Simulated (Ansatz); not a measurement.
System: sum formula H3GeO3, net charge 0, doublet state. It need not be the lowest isomer of its formula. 
Structure (B3LYP-D3(BJ)/def2-TZVP (Ansatz, a first-principles code) minimum search):
```xyz
7

Ge     0.2964    -0.0452    -0.0713
O     -0.8135    -0.7947    -1.2641
O     -0.1305     1.6954    -0.0037
O     -0.1333    -0.7363     1.5269
H     -0.8630    -1.7544    -1.1766
H     -0.2039     2.0962    -0.8783
H      0.2000    -0.2096     2.2634
```
Charge 0, spin multiplicity 2.

Parts of the frozen-core correlation energy in cc-pVTZ (Ansatz, hartree). Frozen orbitals: 17; correlated occupied orbitals by spin: 13 and 12; virtual: 145 and 146. UHF or UKS for open shells. Spin-orbit coupling is left out. Non-relativistic.

```tsv
term	value
reference (HF)	-2301.88735
MP2 opposite-spin	-0.61604
MP2 same-spin	-0.21460
CCSD correlation	-0.83637
(T)	-0.03140
T1 diagnostic	0.016
largest doubles amplitude	0.017
<S^2> of the reference	0.760
```
